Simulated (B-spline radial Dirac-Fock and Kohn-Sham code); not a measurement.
ΔSCF core binding energies without Breit or QED terms, calculated with a radial atomic solver.

A sound run for atomic barium, [Xe] 6s2: The ground state converged in 12 iterations, with total energy -8135.65010 Ha, virial ratio 1.93681 and highest orbital energy -4.44 eV. ΔSCF binding energies: K (1s) 37586.0 eV, L3 (2p3/2) 5266.4 eV, M5 (3d5/2) 789.9 eV.

A second run, with one unsound setting: The ground state converged in 9 iterations, with total energy -8103.54170 Ha, virial ratio 1.92239 and highest orbital energy 255.03 eV. ΔSCF binding energies: K (1s) 37485.2 eV, L3 (2p3/2) 5171.5 eV, M5 (3d5/2) 700.8 eV.

```
iter   energy (Ha)        error
   1    -8103.16107944  1.91e+00
   2    -8103.50484721  8.02e-02
   3    -8103.53869418  2.50e-02
   4    -8103.54143913  8.10e-03
   5    -8103.54165175  2.60e-03
   6    -8103.54169530  1.31e-04
   7    -8103.54169552  1.33e-05
   8    -8103.54169552  1.52e-06
   9    -8103.54169552  4.52e-08
```

Question: Which fault fits the second run best?
A. too few iterations
B. box too small
C. speed of light below Z
D. overfilled shell

Answer: B. The input had rmax = 2.0: rmax squeezes the outer orbitals.
